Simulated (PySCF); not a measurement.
CH₃Cl₂Si, SMILES C[Si](Cl)Cl (connectivity only; charge and spin as stated), charge +1, multiplicity 1. Atoms are numbered in the order given.

```xyz
7

C     -2.0847    -0.4922    -0.0285
Si    -0.3056    -0.0789    -0.0076
Cl     1.1090    -1.4723    -0.0200
Cl     0.3102     1.8089     0.0407
H     -2.5337    -0.1512     0.9225
H     -2.2320    -1.5759    -0.1483
H     -2.5736     0.0614    -0.8493
```
Charge +1, spin multiplicity 1.

Geometry: B3LYP-D3(BJ)/def2-SVP. The spin state was assumed, not searched. The isomer is the one that the SMILES or the coordinates give; other isomers of the formula were not compared.

Method: B3LYP/pcSseg-1 run with PySCF.

GIAO shieldings, no solvent; atoms listed in one row are averaged. δ = σ(ref) − σ: ¹³C against TMS (σ = 181.3 ppm); ²⁹Si against TMS (σ = 338.7 ppm); ³⁵Cl against HCl (σ = 933.3 ppm); ¹H against TMS (σ = 31.68 ppm), references at their B3LYP-D3(BJ)/def2-TZVP geometries, non-relativistic (without spin–orbit terms, shifts of atoms bonded to Cl or Br come out too high).

Question: Estimate the chemical shifts. (Estimate from the structure and the level; the computed values follow.)

Answer: 
```
nucleus       atoms  count  δ (ppm)
-------  ----------  -----  -------
¹³C              C1      1     18.9
²⁹Si            Si2      1    200.5
³⁵Cl            Cl3      1    367.3
³⁵Cl            Cl4      1    355.7
¹H       H5, H6, H7      3     2.92
```
